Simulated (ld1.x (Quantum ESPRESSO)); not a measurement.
An all-electron radial function and its pseudo partner (H (Z = 1))

Columns: radius, all-electron u(r) and pseudo u(r) of the 1s shell (level -6.49 eV) of hydrogen in the configuration 1s1; PBE, scalar-relativistic, TM scheme, ld1.x (Quantum ESPRESSO) 7.5.

```
r (bohr)  all-electron  pseudo
   0.047        0.0861  0.0727
   0.095        0.1657  0.1458
   0.142        0.2360  0.2152
   0.190        0.3007  0.2825
   0.237        0.3576  0.3441
   0.285        0.4094  0.4018
   0.332        0.4547  0.4525
   0.380        0.4956  0.4980
   0.427        0.5310  0.5365
   0.475        0.5628  0.5697
   0.522        0.5898  0.5969
   0.570        0.6137  0.6199
   0.617        0.6337  0.6384
   0.665        0.6510  0.6541
   0.712        0.6652  0.6669
   0.760        0.6770  0.6777
   0.807        0.6861  0.6864
   0.855        0.6933  0.6934
   0.902        0.6984  0.6984
   0.950        0.7017  0.7017
   0.997        0.7034  0.7034
   1.045        0.7036  0.7036
   1.092        0.7024  0.7024
   1.140        0.7000  0.7000
   1.187        0.6965  0.6965
   1.235        0.6920  0.6920
```

Question: How many radial nodes do the two functions have?

Answer: The all-electron 1s function has n − l − 1 = 0; the pseudo-wave has 0.

Question: At about which radius was the pseudo-wave matched?

Answer: 0.95 bohr. The columns agree to 0.0005 from 0.81 bohr on; several derivatives are matched, so the curves merge somewhat inside the radius.

Question: Is the pseudo-wave norm-conserving?

Answer: Yes: the TM scheme keeps the norm inside the radius equal to the all-electron one, which fixes the energy derivative of the logarithmic derivative at the level.
